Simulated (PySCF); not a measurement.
## Energy of Os⁺ (osmium, charge +1) between two integer charges

The 6s alpha orbital of [Xe] 4f14 5d6 6s1 is emptied in steps (occupation f), with all orbitals relaxed, ending at [Xe] 4f14 5d6. Computed with PySCF 2.14 in def2-SVP with the def2 core potential (60 electrons), with scalar relativity through the core potential. The exact energy is a straight line in f; departures are measured from the line between the end points of the same method.

```tsv
f	UHF (eV)
1	0.000
0.75	0.054
0.5	0.071
0.25	0.052
0	0.000
```

```json
{"method": "UHF", "E(f=0) − E(f=1) (eV)": "16.010", "−ε at f=1 (eV)": "16.305", "−ε at f=0.5 (eV)": "16.004"}
```

Orbital energy along the path (eV):

```json
{"f": "1", "UHF": "-16.305"}
{"f": "0.75", "UHF": "-16.150"}
{"f": "0.5", "UHF": "-16.004"}
{"f": "0.25", "UHF": "-15.867"}
{"f": "0", "UHF": "-15.739"}
```

Reference removal energy between the ground levels: 17 ± 1 eV (semi-empirical (NIST evaluation); NIST Atomic Spectra Database, ionization energies). The calculation has no spin-orbit coupling. UHF lacks correlation.
